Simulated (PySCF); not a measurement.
**Dipole moment and polarisability of `CCCc1nsc(F)n1`**

Species: C5H7FN2S.
Structure used (GFN2-xTB), in Å, numbered top down from 1:
```xyz
16
C5H7FN2S angstrom
C     -2.569    0.240    0.271
C     -1.084    0.384    0.574
C     -0.259   -0.659   -0.190
C      1.189   -0.479    0.080
N      1.888   -1.371    0.725
S      3.440   -0.891    0.897
C      3.057    0.581    0.041
F      3.956    1.507   -0.192
N      1.829    0.650   -0.324
H     -2.760    0.378   -0.790
H     -2.923   -0.748    0.558
H     -3.140    0.983    0.823
H     -0.915    0.257    1.645
H     -0.740    1.380    0.292
H     -0.430   -0.534   -1.261
H     -0.546   -1.667    0.107
```

Level: PBE0/def2-SVPD (PySCF), static field, nuclei fixed, core orbitals frozen in the response. The polarisability tensor in these axes (au):

```
x   117.88  -2.72   7.84
y    -2.72  82.03  -7.42
z     7.84  -7.42  70.62
```

Task: Give the principal values, the mean and the anisotropy Δα = √{½[(α1 − α2)² + (α2 − α3)² + (α1 − α3)²]}.

Result: Principal values 66.28, 84.69 and 119.55 au; mean 90.17 au = 13.36 Å³ = 14.87 × 10⁻⁴⁰ C²·m²/J; Δα = 46.86 au (52 % of the mean).

Task: What is the dipole moment, and where does it point?

Result: (-0.54, -0.13, 0.17) D, 0.58 D in size, pointing from the negative to the positive side. Measured along this direction, the outermost atoms are F8 at the negative end and H11 and H12 at the positive end.

Task: Molar refractivity from α?

Result: Lorentz–Lorenz: R = (4π/3)N_A α = 2.5225 cm³/(mol·Å³) × 13.36 Å³ = 33.7 cm³/mol, in the limit of long wavelengths.

Task: Sum over states: ᾱ = Σ f/ω², ω in Eh. What share falls to these 6 lowest TDDFT singlets (eV, f)? 5.53, 0.0017; 5.72, 0.0001; 5.82, 0.1067; 6.46, 0.0017; 6.59, 0.0132; 6.83, 0.0127.

Result: They add up to 2.83 au, 3.1 % of the 90.17 au; the largest single term is 2.33 au, from the state at 5.82 eV. Terms in order: 0.04, 0.00, 2.33, 0.03, 0.22, 0.20 au. Higher excitations give the rest. The strengths listed sum to 0.136.

Task: Give the principal axes and the span of the nuclei along them.

Result: Largest value along (0.98, -0.11, 0.17), where the nuclei span 6.72 Å; middle along (0.17, 0.91, -0.39), 3.74 Å; least along (-0.12, 0.41, 0.91), 3.01 Å. The response follows the extents in order.

Task: What would n − 1 = 2πNα be for an ideal gas of these molecules at 273.15 K and 1 atm, electronic part alone?

Result: N = p/kT = 2.6868 × 10¹⁹ cm⁻³, so n − 1 = 2π × N × 13.36 × 10⁻²⁴ cm³ = 2256 × 10⁻⁶ at long wavelengths, for an ideal gas.

Task: Traceless (Buckingham) quadrupole moment about the centre of nuclear charge: eigenvalues?

Result: -7.65, 0.40, 7.25 D·Å. The values depend on the origin, since the dipole doesn't vanish. The electronic extent ⟨r²⟩ about the same centre is 1740 bohr², a root-mean-square distance of 2.53 Å for the 76 electrons.

One conformer (not necessarily the lowest) at the GFN2-xTB geometry, without solvent, vibrations or thermal averaging.

The run behind these numbers computed excited states as well. On one thread, Arm Neoverse V2 (aarch64), no GPU (shared host), this took 39 s and 0.94 GiB of memory at its peak.
